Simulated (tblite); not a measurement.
C5H12OS (charge +1 and doublet state).
Atom-mapped SMILES: `[CH3:1][O:2][C:3]([CH3:4])([CH3:5])[S+:6][CH3:7]` (hydrogens: H8, H9, H10 on C1; H11, H12, H13 on C4; H14, H15, H16 on C5; H17, H18, H19 on C7)

The geometry is computed with GFN2-xTB (gas phase). This method treats the open shell by occupation alone, without spin polarisation.

Problem. List the bond lengths, angles and torsions at this level.

Solution. 
```csv
bond,length (Å)
C1–O2,1.420
O2–C3,1.351
C3–C4,1.522
C3–C5,1.512
C3–S6,1.986
S6–C7,1.775
"C1–H8, C1–H9, C1–H10",1.091
C4–H11 and 5 like bonds,1.088
"C7–H17, C7–H18, C7–H19",1.090
```

Bonds in one row agree within 0.01 Å and their mean is given. A selection of angles:
```csv
angle,degrees
O2–C1–H8,111.5
O2–C1–H9,105.7
H8–C1–H9,109.1
C1–O2–C3,119.6
O2–C3–C4,109.9
O2–C3–C5,118.7
O2–C3–S6,107.3
C4–C3–C5,113.5
C4–C3–S6,101.1
C5–C3–S6,104.4
C3–C4–H11,111.8
C3–C4–H13,108.1
H11–C4–H12,110.0
H11–C4–H13,108.0
C3–C5–H14,108.9
C3–C5–H16,112.7
C3–S6–C7,101.4
S6–C7–H17,108.1
S6–C7–H18,109.0
H17–C7–H18,107.4
H17–C7–H19,111.3
```

Dihedral angles: C1–O2–C3–C4 -163° (antiperiplanar); O2–C3–S6–C7 34° (synclinal). The mirror-image conformer, all signs reversed, is as good.

O2 (oxygen bonded to 2 C) is bent (angle 119.6°). The C–O distances run from 1.351 Å (O2–C3, drawn single) to 1.420 Å (C1–O2, drawn single), a spread of 0.069 Å. Of the pairs four or more bonds apart, O2···H19 is among the closest relative to their van der Waals radii: 2.27 Å, 83 % of the sum of Bondi's values. The 2 C–S bonds span 1.775 Å (S6–C7, drawn single) to 1.986 Å (C3–S6, drawn single), a spread of 0.211 Å.

Point group: C1 (no symmetry element, even within 0.4 Å). Its GFN2-xTB frequencies are all real (lowest 64 cm⁻¹). 2 starts were optimised and ended at 0.00 and 1.38 kcal/mol (GFN2-xTB); the lowest of these is shown.
